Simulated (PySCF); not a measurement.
# [Yb(OH)4]− at several levels of theory

Computed with PySCF 2.14.0 (density fitting, no spin-orbit coupling) at the geometry relaxed with PBE0:

```xyz
9
[Yb(OH)4]− (singlet in the valence; each metal's 4f electrons, 13 of them, lie in its core potential, out of spins and levels)
Yb   -0.0135   -0.0028    0.0020
O     1.1814    1.2594    1.1702
H     2.1317    1.3459    1.2536
O    -1.1489   -1.2814    1.1734
H    -1.9230   -1.5774    1.6452
O     1.2924   -1.1361   -1.1618
H     1.5605   -2.0348   -1.3466
O    -1.2541    1.1835   -1.1790
H    -1.3664    2.0539   -1.5571
```

```csv
level,basis,state,HOMO (eV),gap (eV),charge on Yb1 (e),population of f-type functions on Yb1 (polarisation alone where 4f lies in the core),dipole about the centre of mass (D),largest force component (eV/Å)
PBE0,"Yb lcecp-1-SVP with ECP59, O def2-SVP, H def2-SVP",singlet,-2.38,6.70,0.76,0.06,0.49,0.01
M06-L,the same,singlet,-0.89,5.74,0.93,0.06,0.47,0.19
r2SCAN,the same,singlet,-1.07,5.28,0.71,0.06,0.49,0.16
```

In the lcecp rows the 4f levels are missing from HOMO and gap, and the state counts the valence alone.

Charges are Mulliken's, which hang on the basis. The relaxation used the grid (50, 194), these runs (75, 302) or, all-electron (x2c bases, spin-free X2C Hamiltonian), (99, 590).

Q: What does PBE0 with Yb lcecp-1-TZVP with ECP59, O def2-TZVP, H def2-TZVP give here?

A: state singlet, HOMO (eV) -2.78, gap (eV) 6.81, charge on Yb1 (e) 1.49, population of f-type functions on Yb1 (polarisation alone where 4f lies in the core) 0.07, dipole about the centre of mass (D) 0.50, largest force component (eV/Å) 0.31. Time: 32 s on 2 threads of Arm Neoverse V1 (shared host), from free ions and atoms.

In the first row's basis the gap widens with exact exchange: 5.3 to 5.7 eV for r2SCAN, M06-L (none); 6.7 eV for PBE0 (a fixed share).

No frequency check is given that shows the relaxed geometry to be a minimum, and it was reached by following one of several unstable modes of a saddle point. An lcecp potential fixes the number of 4f electrons, so in runs with it no electron can move into or out of that shell.
